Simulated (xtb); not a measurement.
Method: GFN2-xTB (xtb 6.7.1).

```
xtb start.xyz --ohess tight --gfn 2 --chrg 0 --uhf 0 --iterations 400

# start.xyz
5

N      2.004201    -0.052614     0.022308
C      0.851164    -0.004428    -0.117560
C     -0.582314     0.005066    -0.303701
O     -1.256756     1.015372    -0.146714
H     -1.016294    -0.963395    -0.596233
```

Output:

```
[...]
          :  # electrons                        20          :
          :  max. iterations                   400          :
          :  Hamiltonian                  GFN2-xTB          :
          :  restarted?                      false          :
          :  GBSA solvation                  false          :
          :  PC potential                    false          :
          :  electronic temp.          300.0000000     K    :
          :  accuracy                    1.0000000          :
          :  -> integral cutoff          0.2500000E+02      :
          :  -> integral neglect         0.1000000E-07      :
          :  -> SCF convergence          0.1000000E-05 Eh   :
          :  -> wf. convergence          0.1000000E-03 e    :
          :  Broyden damping             0.4000000          :
          :  net charge                          0          :
          :  unpaired electrons                  0          :
          ...................................................

 iter      E             dE          RMSdq      gap      omega  full diag
   1    -11.8665284 -0.118665E+02  0.815E-05    2.65       0.0  T
   2    -11.8665284 -0.265032E-11  0.515E-05    2.65     868.8  T
   3    -11.8665284 -0.412115E-12  0.361E-05    2.65    1239.6  T

   *** convergence criteria satisfied after 3 iterations ***

         #    Occupation            Energy/Eh            Energy/eV
      -------------------------------------------------------------
         1        2.0000           -0.7680010             -20.8984
       ...           ...                  ...                  ...
         4        2.0000           -0.6253410             -17.0164
         5        2.0000           -0.5933081             -16.1447
         6        2.0000           -0.5837360             -15.8843
         7        2.0000           -0.5291794             -14.3997
         8        2.0000           -0.5239624             -14.2577
         9        2.0000           -0.4939078             -13.4399
        10        2.0000           -0.4452232             -12.1151 (HOMO)
        11                         -0.3479022              -9.4669 (LUMO)
        12                         -0.2554192              -6.9503
        13                         -0.1986049              -5.4043
        14                          0.0507022               1.3797
        15                          0.1696019               4.6151
       ...                                ...                  ...
        17                          1.0903732              29.6706
      -------------------------------------------------------------
                  HL-Gap            0.0973210 Eh            2.6482 eV
             Fermi-level           -0.3965627 Eh          -10.7910 eV


         :::::::::::::::::::::::::::::::::::::::::::::::::::::
         ::                     SUMMARY                     ::
         :::::::::::::::::::::::::::::::::::::::::::::::::::::
         :: total energy             -11.685880428629 Eh    ::
         :: gradient norm              0.000499479369 Eh/a0 ::
         :: HOMO-LUMO gap              2.648239010522 eV    ::
         ::.................................................::
         :: SCC energy               -11.866528308303 Eh    ::
         :: -> isotropic ES            0.022633288375 Eh    ::
         :: -> anisotropic ES          0.001342697364 Eh    ::
         :: -> anisotropic XC          0.018643727054 Eh    ::
         :: -> dispersion             -0.001863003888 Eh    ::
         :: repulsion energy           0.180647879674 Eh    ::
         :: add. restraining           0.000000000000 Eh    ::
         :: total charge               0.000000000000 e     ::
         :::::::::::::::::::::::::::::::::::::::::::::::::::::

           -------------------------------------------------
          |                Numerical Hessian                |
           -------------------------------------------------
step length          :   0.00500
SCC accuracy         :   0.30000
Hessian scale factor :   1.00000
frozen atoms in %    :   0.00000    0
RMS gradient         :   0.00050
estimated CPU  time      0.00 min
estimated wall time      0.00 min

writing file <hessian>.

 projected vibrational frequencies (cm⁻¹)
eigval :       -0.00    -0.00     0.00     0.00     0.00     0.00
eigval :      217.61   304.54   636.07   896.43   911.75  1328.67
eigval :     1773.14  2371.91  2763.15
           -------------------------------------------------
          |                Property Printout                |
           -------------------------------------------------

    * Orbital Energies and Occupations

         #    Occupation            Energy/Eh            Energy/eV
      -------------------------------------------------------------
         1        2.0000           -0.7680011             -20.8984
         2        2.0000           -0.6970191             -18.9669
         3        2.0000           -0.6728484             -18.3091
         4        2.0000           -0.6253412             -17.0164
         5        2.0000           -0.5933082             -16.1447
         6        2.0000           -0.5837361             -15.8843
         7        2.0000           -0.5291794             -14.3997
         8        2.0000           -0.5239624             -14.2577
         9        2.0000           -0.4939077             -13.4399
        10        2.0000           -0.4452232             -12.1151 (HOMO)
        11                         -0.3479023              -9.4669 (LUMO)
        12                         -0.2554193              -6.9503
        13                         -0.1986050              -5.4043
        14                          0.0507021               1.3797
        15                          0.1696017               4.6151
        16                          0.5844313              15.9032
        17                          1.0903731              29.6706
      -------------------------------------------------------------
                  HL-Gap            0.0973209 Eh            2.6482 eV
             Fermi-level           -0.3965627 Eh          -10.7910 eV

     #   Z          covCN         q      C6AA      α(0)
     1   7 N        0.911    -0.139    24.024     7.089
     2   6 C        1.891     0.107    28.476     8.619
Molecule has the following symmetry elements: (sigma)
It seems to be the Cs point group
     3   6 C        2.757     0.231    23.158     7.880
     4   8 O        0.857    -0.258    19.034     5.849
     5   1 H        0.922     0.060     2.202     2.321

 Mol. C6AA /au·bohr⁶  :        434.186281
 Mol. C8AA /au·bohr⁸  :      10419.814107
 Mol. α(0) /au        :         31.757792

Wiberg/Mayer (AO) data.
largest (>0.10) Wiberg bond orders for each atom

 ---------------------------------------------------------------------------
     #   Z sym  total        # sym  WBO       # sym  WBO       # sym  WBO
 ---------------------------------------------------------------------------
     1   7 N    3.029 --     2 C    2.859
     2   6 C    3.943 --     1 N    2.859     3 C    1.023
     3   6 C    3.925 --     4 O    1.941     2 C    1.023     5 H    0.910
     4   8 O    2.133 --     3 C    1.941
     5   1 H    0.996 --     3 C    0.910
 ---------------------------------------------------------------------------

Topologies differ in total number of bonds
Writing topology from bond orders to xtbtopo.mol

molecular dipole:
                 x           y           z       tot (Debye)
 q only:       -0.098      -0.563      -0.150
   full:       -0.469      -0.707      -0.234       2.236
molecular quadrupole (traceless):
                xx          xy          yy          xz          yz          zz
 q only:       -2.392       2.139       0.552       0.053       0.380       1.840
  q+dip:       -3.959       3.311       1.238       0.274       0.614       2.722
   full:       -6.022       3.401       1.583      -0.221       0.255       4.439

           -------------------------------------------------
          |                Geometry Summary                 |
           -------------------------------------------------

      molecular mass/u    :       55.0355207
   center of mass at/Å    :        0.1765904       0.2612848      -0.1416728
  moments of inertia/u·Å² :        0.6965730E+01   0.1003953E+03   0.1073610E+03
rotational constants/cm⁻¹ :        0.2420081E+01   0.1679126E+00   0.1570182E+00

 * 2 selected distances

     #   Z          #   Z                                           value/Å
     1   7 N        2   6 C                                       1.1444306 (min)
     3   6 C        4   8 O                                       1.1957822 (max)

 * 2 distinct bonds (by element types)

   Z      Z             #   av. dist./Å        max./Å        min./Å
   6 C    7 N           1     1.1444306     1.1444306     1.1444306
   6 C    8 O           1     1.1957822     1.1957822     1.1957822

           -------------------------------------------------
          |               Frequency Printout                |
           -------------------------------------------------
 projected vibrational frequencies (cm⁻¹)
eigval :       -0.00    -0.00     0.00     0.00     0.00     0.00
eigval :      217.61   304.54   636.07   896.43   911.75  1328.67
eigval :     1773.14  2371.91  2763.15
 reduced masses (amu)
   1: 15.09   2: 13.10   3: 13.62   4:  9.92   5: 13.26   6: 13.48   7: 13.24   8: 10.87
   9: 13.23  10:  6.81  11: 11.48  12:  2.93  13: 13.57  14: 12.82  15:  1.70
 IR intensities (km·mol⁻¹)
   1:  7.83   2:  5.13   3:  0.62   4: 13.62   5:  2.32   6:  0.00   7: 16.23   8:  4.34
   9:  3.68  10:  0.01  11: 23.03  12: 15.83  13:167.01  14:  8.31  15: 58.44
 Raman intensities (Ä⁴*amu⁻¹)
   1:  0.00   2:  0.00   3:  0.00   4:  0.00   5:  0.00   6:  0.00   7:  0.00   8:  0.00
   9:  0.00  10:  0.00  11:  0.00  12:  0.00  13:  0.00  14:  0.00  15:  0.00
 output can be read by thermo (or use thermo option).
 writing <g98.out> molden fake output.
 recommended (thermochemical) frequency scaling factor: 1.0
           -------------------------------------------------
          |             Thermodynamic Functions             |
           -------------------------------------------------

cs  symmetry found (for desy threshold:  0.10E+00) used in thermo

          ...................................................
          :                      SETUP                      :
          :.................................................:
          :  # frequencies                           9      :
          :  # imaginary freq.                       0      :
          :  linear?                             false      :
          :  only rotor calc.                    false      :
          :  symmetry                               cs      :
          :  rotational number                       1      :
          :  scaling factor                  1.0000000      :
          :  rotor cutoff                   50.0000000 cm⁻¹ :
          :  imag. cutoff                  -20.0000000 cm⁻¹ :
          :.................................................:

    mode    ω/cm⁻¹     T·S(HO)/kcal·mol⁻¹    T·S(FR)/kcal·mol⁻¹   T·S(vib)
   ------------------------------------------------------------------------
       1    217.61    -0.59000 ( 99.72%)    -0.62055 (  0.28%)    -0.59009
   ------------------------------------------------------------------------

   temp. (K)  partition function   enthalpy   heat capacity  entropy
                                   cal/mol     cal/K/mol   cal/K/mol   J/K/mol
 298.15  VIB   2.15                  757.634      5.588      4.066
         ROT  0.209E+05              888.752      2.981     22.752
         INT  0.451E+05             1646.386      8.569     26.818
         TR   0.395E+27             1481.254      4.968     37.921
         TOT                        3127.6398    13.5372    64.7389   270.8677

       T/K    H(0)-H(T)+PV         H(T)/Eh          T*S/Eh         G(T)/Eh
   ------------------------------------------------------------------------
    298.15    0.498421E-02    0.305072E-01    0.307596E-01   -0.252395E-03
   ------------------------------------------------------------------------

         :::::::::::::::::::::::::::::::::::::::::::::::::::::
         ::                  THERMODYNAMIC                  ::
         :::::::::::::::::::::::::::::::::::::::::::::::::::::
         :: total free energy         -11.686132823889 Eh   ::
         ::.................................................::
         :: total energy              -11.685880428630 Eh   ::
         :: zero point energy           0.025522954103 Eh   ::
         :: G(RRHO) w/o ZPVE           -0.025775349362 Eh   ::
         :: G(RRHO) contrib.           -0.000252395259 Eh   ::
         :::::::::::::::::::::::::::::::::::::::::::::::::::::

optimized geometry written to: xtbopt.xyz

           -------------------------------------------------
          | TOTAL ENERGY              -11.685880428630 Eh   |
          | TOTAL ENTHALPY            -11.655373263175 Eh   |
          | TOTAL FREE ENERGY         -11.686132823889 Eh   |
          | GRADIENT NORM               0.000499451602 Eh/α |
          | HOMO-LUMO GAP               2.648237736991 eV   |
           -------------------------------------------------

------------------------------------------------------------------------
```

Cost: roughly 0.13 core-seconds.
